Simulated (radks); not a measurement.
Ir I, configuration [Xe] 4f14 5d7 6s1 6d1 (not the ground configuration). Calculated with a radial shooting solver on a logarithmic mesh with Libxc functionals: scalar-relativistic Kohn-Sham, PBE, spin-polarised, spherical densities, finite nucleus; open shells are filled with parallel spins first (spin-orbit coupling, left out, can overturn this in heavy ions); Fermi nuclear charge, rms radius 5.4032 fm. Some entries of the table are withheld. Estimate them.

| orbital | occ. | eigenvalue (hartree) | <1/r> (bohr^-1) | <r^2> (bohr^2) |
|---|---|---|---|---|
| 1s up | 1 | -2796.822 | 92.15 | 0.0004196 |
| 1s down | 1 | -2796.821 | 92.15 | 0.0004196 |
| 2s up | 1 | -489.4454 | 21.59 | 0.006419 |
| 2s down | 1 | -489.4384 | 21.59 | 0.006419 |
| 2p up | 3 | -425.3535 | 19.36 | 0.005363 |
| 2p down | 3 | -425.3478 | 19.36 | 0.005363 |
| 3s up | 1 | -114.6196 | 8.002 | 0.04149 |
| 3s down | 1 | -114.6169 | 8.002 | 0.04149 |
| 3p up | 3 | -95.86884 | 7.338 | 0.04244 |
| 3p down | 3 | -95.86586 | 7.338 | 0.04243 |
| 3d up | 5 | -75.19608 | 6.917 | 0.03516 |
| 3d down | 5 | -75.19105 | 6.917 | 0.03516 |
| 4s up | 1 | -24.59729 | 3.418 | 0.2023 |
| 4s down | 1 | -24.59033 | 3.417 | 0.2023 |
| 4p up | 3 | -18.44499 | 3.095 | 0.2307 |
| 4p down | 3 | -18.43842 | 3.094 | 0.2307 |
| 4d up | 5 | -10.87979 | 2.766 | 0.2648 |
| 4d down | 5 | -10.87211 | 2.766 | 0.2646 |
| 5s up | 1 | -3.80703 | 1.373 | 1.079 |
| 5s down | 1 | -3.75501 | 1.380 | 1.069 |
| 4f up | 7 | -2.47376 | 2.314 | 0.3525 |
| 4f down | 7 | -2.46162 | 2.318 | 0.3495 |
| 5p up | 3 | -2.22655 | 1.161 | 1.463 |
| 5p down | 3 | -2.15960 | 1.170 | 1.446 |
| 5d up | 5 | -0.48123 | (1) | 3.292 |
| 6s up | 1 | -0.41211 | 0.4737 | (2) |
| 5d down | 2 | -0.39566 | (3) | 3.354 |
| 6s down | 0 | -0.33918 | 0.4573 | (4) |
| 6d up | 1 | -0.02923 | 0.1211 | 109.4 |

Answer. 
(1) 5d up <1/r> (bohr^-1): 0.7852
(2) 6s up <r^2> (bohr^2): 8.112
(3) 5d down <1/r> (bohr^-1): 0.7866
(4) 6s down <r^2> (bohr^2): 8.737
